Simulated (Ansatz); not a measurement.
Several settings on one geometry of [InFH3]- (InH3F⁻) (that of the charge -1 singlet, B3LYP-D4/def2-TZVPD). Ansatz on 4 threads of Arm Neoverse V2 on a shared host; times are rough.

```xyz
5

In   -0.0008    0.0014   -0.1437
F     0.0110   -0.0185    1.9262
H     1.7181    0.0108   -0.6039
H    -0.8685    1.4940   -0.5749
H    -0.8598   -1.4877   -0.6037
```

Totals from different functionals, basis sets or treatments of relativity can't be compared as stabilities.

In the def2 sets In takes a core potential; there is no spin–orbit coupling. LC-ωPBE has ω = 0.4 bohr⁻¹.

The spins typed aren't always the lowest for that charge.

Q: Give the basis size and estimate the energy, ⟨S²⟩ and time of these runs.

```json
{"run": "1", "method": "UKS ωB97/def2-TZVP", "charge": "-1", "state": "triplet", "further keys": "–"}
{"run": "2", "method": "RKS LC-ωPBE/def2-mTZVPP", "charge": "-1", "state": "singlet", "further keys": "–"}
{"run": "3", "method": "RKS ωB97X/def2-mTZVPP", "charge": "-1", "state": "singlet", "further keys": "scf: {lower_state_search: off}; forces asked"}
```

A: 
| run | functions | energy (Eh) | ⟨S²⟩ | wall time |
| --- | --- | --- | --- | --- |
| 1 | 99 | -291.6768 | 2.01 | 19 s |
| 2 | 75 | -291.8607 | – | 0.45 s |
| 3 | 75 | -291.8953 | – | 1.1 s |

The highest occupied level of an anion often lies above zero with these methods, and sets without diffuse functions describe the outer electron poorly.
